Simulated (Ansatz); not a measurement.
Basis-set extrapolation for C2HF5O (`FC(F)OC(F)(F)F`) (PBE0-D4/def2-TZVP geometry, frozen core, the Gaussian-basis code of Ansatz). Multiplicity 1, RHF reference.

```tsv
	def2-TZVPP	def2-QZVPP
HF	-648.683749	-648.711647
MP2 correlation	-1.778734	-1.939599
CCSD(T) correlation	-1.844362	not run
```

Energies in hartree. Use E(X) = E(∞) + A·exp(−7.88·√X) for Hartree–Fock and E(X) = E(∞) + B·X^(−2.97) for correlation, with X = 3 and 4, and add CCSD(T) minus MP2 of the smaller set to the MP2 limit.

What is the CCSD(T) energy at the basis-set limit?

HF limit: -648.711647 + (-0.027898) × 0.13774 = -648.71549. MP2 limit: -1.939599 + (-0.160865) × 0.74074 = -2.05876. Higher-order term: -1.844362 − (-1.778734) = -0.06563. Total: -650.83988 hartree, 818.5 kJ/mol below CCSD(T)/def2-TZVPP.
